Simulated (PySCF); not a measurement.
Species: 1,2-benzisoxazole, C7H5NO.
SMILES with atom numbers: `[cH:1]1[cH:2][cH:3][c:4]2[o:5][n:6][cH:7][c:8]2[cH:9]1` (hydrogens: H10 on C1; H11 on C2; H12 on C3; H13 on C7; H14 on C9)

Structure used (PBE0-D3(BJ)/def2-SVP), in Å, numbered top down from 1:
```xyz
14
C7H5NO angstrom
C     -1.700    0.799   -0.105
C     -1.825   -0.606   -0.080
C     -0.717   -1.440   -0.019
C      0.525   -0.807    0.016
O      1.734   -1.386    0.077
N      2.700   -0.412    0.092
C      2.098    0.739    0.043
C      0.674    0.585   -0.009
C     -0.457    1.411   -0.071
H     -2.604    1.410   -0.153
H     -2.823   -1.050   -0.109
H     -0.804   -2.527    0.001
H      2.695    1.651    0.046
H     -0.362    2.499   -0.090
```

Mayer bond orders were computed from the PBE0/pcSseg-1 density (PySCF). Isolated species at its PBE0-D3(BJ)/def2-SVP geometry, gas phase.

Problem. Rank these bonds by Mayer order, highest first.
A. C8–C9
B. C7–C8
C. C4–O5
D. C2–C3
E. N6–C7
F. C1–C2

Solution. E (1.68), D (1.49), F (1.38), A (1.27), B (1.18), C (0.98).

Problem. Set the orders of all bonds between heavy atoms beside their lengths and the difference of the ESP-fitted charges at their ends.

Solution. 
| bond | Mayer order | length (Å) | q(first) − q(second) (e) |
| --- | --- | --- | --- |
| N6–C7 | 1.681 | 1.300 | -0.427 |
| C9–C1 | 1.507 | 1.387 | +0.097 |
| C2–C3 | 1.486 | 1.388 | +0.576 |
| C3–C4 | 1.382 | 1.395 | -1.173 |
| C1–C2 | 1.375 | 1.410 | -0.308 |
| C8–C9 | 1.267 | 1.402 | +0.033 |
| C8–C4 | 1.258 | 1.400 | -0.774 |
| C7–C8 | 1.182 | 1.433 | +0.255 |
| O5–N6 | 0.998 | 1.372 | +0.129 |
| C4–O5 | 0.984 | 1.343 | +0.817 |

The Mayer order sums products of elements of PS (density times overlap matrix) between the two atoms' basis functions, so it depends on the basis set.
